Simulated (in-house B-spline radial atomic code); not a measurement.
Configurations of Dy⁺, with energies counted from [Xe] 4f10 6s1. Method: scalar-relativistic (X2C) CAM-B3LYP, spin-polarised, spherical fractional occupations, exact exchange averaged over the configuration, Fermi nucleus of rms radius 5.2218 fm. Calculated with a radial B-spline atomic code at the basis-set limit. Shells without spins written out take the highest spin.

Occupations are held fixed; configurations that lie above the ionisation limit could autoionise.

| configuration | E - E(ref) (eV) | highest orbital | its <r> (bohr) |
| --- | --- | --- | --- |
| [Xe] 4f9 6s2 | 1.2241 | 6s down | 3.501 |
| [Xe] 4f10 6d1 | 7.195 | 6d up | 7.623 |
| [Xe] 4f10 5f1 | 8.3324 | 5f up | 8.673 |
| [Xe] 4f9 6s1 6f1 | 11.949 | 6f up | 14.16 |
| [Xe] 4f9 6s1 7f1 | 12.662 | 7f up | 21.69 |
| [Kr] 4d10 4f10 5s2 5p5 6s1 6d1 | 31.693 | 6d up | 6.97 |

Problem. Order these further configurations by energy, lowest first.
A. [Xe] 4f10 7p1
B. [Kr] 4d10 4f11 5s2 5p5 6s1
C. [Xe] 4f10 5d1
D. [Xe] 4f9 5d1 6s1
E. [Xe] 4f10 7d1

Solution. D (1.4469 eV), C (2.012 eV), A (7.5002 eV), E (9.0173 eV), B (24.866 eV).

Problem. How far above the reference does [Kr] 4d9 4f10 5s2 5p6 6s1 6d1 lie?

Solution. 161.12 eV; its least bound orbital is 6d up with <r> = 6.927 bohr.
